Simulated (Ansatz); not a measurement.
Relaxation of GaH4N (6 atoms, charge 0, multiplicity 1), to a largest force component of 0.03 eV/Å in at most 50 steps.

Method: RKS CAM-B3LYP-D4/def2-SVP (Ansatz).

```xyz
6
Properties=species:S:1:pos:R:3
Ga 0.092 0.001 0.046
H 0.686 -0.430 1.403
H 1.568 0.427 -0.098
N -1.452 -0.005 -0.844
H -2.316 -0.368 -0.460
H -1.573 0.375 -1.775
```

Problem. Where does it end, and by what steps?

Solution. The forces met the threshold. After 5 steps the energy has fallen by 1.085 eV; H3 moved furthest, 0.53 Å.

```csv
step,energy less start (eV),largest force component (eV/Å),accepted
0,0.0000,1.813,yes
1,-0.6521,1.107,yes
2,-0.9061,1.274,yes
3,-1.0730,0.262,yes
4,-1.0843,0.161,yes
5,-1.0849,0.025,yes
```

```xyz
6
Properties=species:S:1:pos:R:3
Ga 0.244 -0.001 0.141
H 0.231 -0.616 1.573
H 1.479 0.612 -0.586
N -1.320 0.001 -0.762
H -2.190 -0.368 -0.396
H -1.438 0.372 -1.698
```

Whether the end is a true minimum wasn't checked by a vibrational analysis.

The run took 9.3 s on 2 threads of Arm Neoverse V1, on a shared host, peak memory 0.14 GiB.
